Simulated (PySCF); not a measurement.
A calculated (PBE, PySCF 2.14, aug-cc-pwCVTZ-DK with one added diffuse shell each of s, p, d, f, g type, the spin-free X2C one-electron Hamiltonian (Gaussian nucleus)) atom or ion has these occupied shells.

```json
{"shell": "1s α", "electrons": "1", "orbital energy (eV)": "-5905.6", "rms radius, mean of both spins (bohr)": "0.0734"}
{"shell": "1s β", "electrons": "1", "orbital energy (eV)": "-5905.6", "rms radius, mean of both spins (bohr)": "0.0734"}
{"shell": "2s α", "electrons": "1", "orbital energy (eV)": "-697.44", "rms radius, mean of both spins (bohr)": "0.319"}
{"shell": "2s β", "electrons": "1", "orbital energy (eV)": "-696.13", "rms radius, mean of both spins (bohr)": "0.319"}
{"shell": "2p α", "electrons": "3", "orbital energy (eV)": "-590.84", "rms radius, mean of both spins (bohr)": "0.288"}
{"shell": "2p β", "electrons": "3", "orbital energy (eV)": "-589.81", "rms radius, mean of both spins (bohr)": "0.288"}
{"shell": "3s α", "electrons": "1", "orbital energy (eV)": "-104.07", "rms radius, mean of both spins (bohr)": "0.954"}
{"shell": "3s β", "electrons": "1", "orbital energy (eV)": "-100.68", "rms radius, mean of both spins (bohr)": "0.954"}
{"shell": "3p α", "electrons": "3", "orbital energy (eV)": "-75.124", "rms radius, mean of both spins (bohr)": "1.02"}
{"shell": "3p β", "electrons": "3", "orbital energy (eV)": "-71.788", "rms radius, mean of both spins (bohr)": "1.02"}
{"shell": "3d α", "electrons": "3", "orbital energy (eV)": "-31.118", "rms radius, mean of both spins (bohr)": "1.26"}
{"shell": "4p α", "electrons": "1", "orbital energy (eV)": "-16.612", "rms radius, mean of both spins (bohr)": "3.15"}
```

**Question.** Name the element and its charge.

**Answer.** Cr(2+) (chromium, charge +2), in [Ar] 3d3 4p1, one real determinant (an excited configuration).
